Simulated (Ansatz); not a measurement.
Geometry optimisation, Ansatz, RHF/6-31G*.

input.yaml

```yaml
crystal:
  periodic: [false, false, false]
  atoms:
    - { symbol: B, position_ang: [0.0, 0.0, 0.0] }
    - { symbol: F, position_ang: [0.0, 0.0, 1.67] }
    - { symbol: F, position_ang: [1.1431, 0.0, -0.66] }
    - { symbol: C, position_ang: [-1.3856, 0.0, -0.8] }
    - { symbol: H, position_ang: [-1.9458, -0.9305, -0.5708] }
    - { symbol: H, position_ang: [-1.9898, 0.8797, -0.4946] }
    - { symbol: H, position_ang: [-1.1839, 0.0508, -1.8903] }
    - { symbol: P, position_ang: [0.0991, 2.0949, 0.6969] }
    - { symbol: H, position_ang: [0.6595, 2.1347, 2.001] }
    - { symbol: H, position_ang: [0.9104, 2.8515, -0.1895] }
    - { symbol: H, position_ang: [0.0504, 1.0661, 1.6663] }
basis:
  gaussian: { orbitals: "6-31G*" }
hamiltonian:
  xc: hf
relax:
  f_tol: 0.15
  max_steps: 25
  restrain:
    - { distance: [0, 7], at: 1.91, k: 30.0 }
    - { distance: [10, 1], at: 0.92, k: 30.0 }
    - { distance: [0, 1], at: 2.52, k: 30.0 }
    - { distance: [10, 7], at: 2.62, k: 30.0 }
output:
  orbitals: {}
```

Launched with:

```bash
$ ansatz run input.yaml --threads 1 --pin off --max-ram 2048MiB --backend cpu --events-out ev --progress --plain --runs-dir out
```

Q: Where does it end, and by what steps?

A: It converged. The restraints hold the end off the free minimum. After 18 steps the energy has fallen by 5.710 eV (the restraints' own energy left out); H9 moved furthest, 1.99 Å. Parted: P8–H11 (1.41 → 2.62 Å).

```json
{"step": "0", "energy less start (eV)": "0.0000", "largest force component (eV/Å)": "7.767", "accepted": "yes"}
{"step": "1", "energy less start (eV)": "-2.3922", "largest force component (eV/Å)": "4.937", "accepted": "yes"}
{"step": "2", "energy less start (eV)": "-3.3868", "largest force component (eV/Å)": "3.645", "accepted": "yes"}
{"step": "3", "energy less start (eV)": "-4.1950", "largest force component (eV/Å)": "3.409", "accepted": "yes"}
{"step": "4", "energy less start (eV)": "-4.8044", "largest force component (eV/Å)": "2.185", "accepted": "yes"}
{"step": "5", "energy less start (eV)": "-5.1308", "largest force component (eV/Å)": "1.006", "accepted": "yes"}
{"step": "6", "energy less start (eV)": "-5.1660", "largest force component (eV/Å)": "2.893", "accepted": "no"}
{"step": "7", "energy less start (eV)": "-5.2496", "largest force component (eV/Å)": "1.144", "accepted": "yes"}
{"step": "8", "energy less start (eV)": "-5.2884", "largest force component (eV/Å)": "1.090", "accepted": "yes"}
{"step": "9", "energy less start (eV)": "-5.3282", "largest force component (eV/Å)": "1.002", "accepted": "yes"}
{"step": "10", "energy less start (eV)": "-5.3509", "largest force component (eV/Å)": "1.001", "accepted": "yes"}
{"step": "11", "energy less start (eV)": "-5.4005", "largest force component (eV/Å)": "0.871", "accepted": "yes"}
{"step": "12", "energy less start (eV)": "-5.4458", "largest force component (eV/Å)": "0.804", "accepted": "yes"}
{"step": "13", "energy less start (eV)": "-5.4812", "largest force component (eV/Å)": "0.970", "accepted": "yes"}
{"step": "14", "energy less start (eV)": "-5.5057", "largest force component (eV/Å)": "1.908", "accepted": "yes"}
{"step": "15", "energy less start (eV)": "-5.6176", "largest force component (eV/Å)": "0.810", "accepted": "yes"}
{"step": "16", "energy less start (eV)": "-5.6829", "largest force component (eV/Å)": "0.588", "accepted": "yes"}
{"step": "17", "energy less start (eV)": "-5.7008", "largest force component (eV/Å)": "0.599", "accepted": "yes"}
{"step": "18", "energy less start (eV)": "-5.7097", "largest force component (eV/Å)": "0.552", "accepted": "yes"}
```

```xyz
11
Properties=species:S:1:pos:R:3
B 0.131 0.476 -0.118
F -0.722 -0.323 2.124
F 1.106 -0.418 -0.138
C -1.222 0.151 -0.851
H -1.497 -0.887 -0.698
H -2.052 0.777 -0.534
H -1.092 0.300 -1.923
P 0.492 2.149 0.759
H 1.826 2.379 0.402
H -0.107 3.066 -0.110
H -0.506 0.478 2.517
```

Time of the run: 48 s on 1 thread of Arm Neoverse V2, on a shared host, peak memory 0.17 GiB.
